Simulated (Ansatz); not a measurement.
`Oc1cccc(O)c1`. The species carries charge 0 and has multiplicity 1.

Z-matrix (Å, degrees):
```
C
C 1 1.387
C 1 1.391 2 120.6
O 1 1.355 2 121.8 3 180.0
C 2 1.388 1 119.6 3 0.0
H 2 1.085 1 121.3 3 -180.0
C 3 1.382 1 118.9 2 -0.0
H 3 1.082 1 119.3 2 180.0
H 4 0.961 1 109.3 2 0.0
O 5 1.356 2 117.0 1 180.0
C 5 1.389 2 120.5 1 0.0
H 7 1.084 3 119.3 1 -180.0
H 10 0.961 5 109.0 2 180.0
H 11 1.085 5 120.3 2 -180.0
```

(1) What are the harmonic wavenumbers in cm⁻¹ at PBE0-D4/def2-TZVP (Ansatz, finite differences of forces, unscaled)? (Best estimate.)

(2) Is this a minimum?

(3) Give the ideal-gas thermochemistry at 298.15 K and 1 bar (rigid rotor, harmonic oscillator; point group Cs, symmetry number 1).

(4) Rotational constants (cm⁻¹)?

Results:

(1) Ansatz gave: 225, 235, 334, 354, 366, 462, 481, 530, 546, 635, 693, 762, 765, 847, 856, 944, 992, 1017, 1105, 1173, 1181, 1206, 1241, 1349, 1365, 1400, 1533, 1551, 1675, 1689, 3183, 3192, 3203, 3227, 3862, 3863.

(2) Yes, all 36 modes are real.

(3) Zero-point energy 287.4 kJ/mol; H(298) − E = 307.3 kJ/mol; entropy 334.8 J/(mol·K), of which translation 167.5, rotation 117.1, vibration 50.2; G(298) − E = 207.5 kJ/mol.

(4) 0.1268, 0.06173, 0.04152.
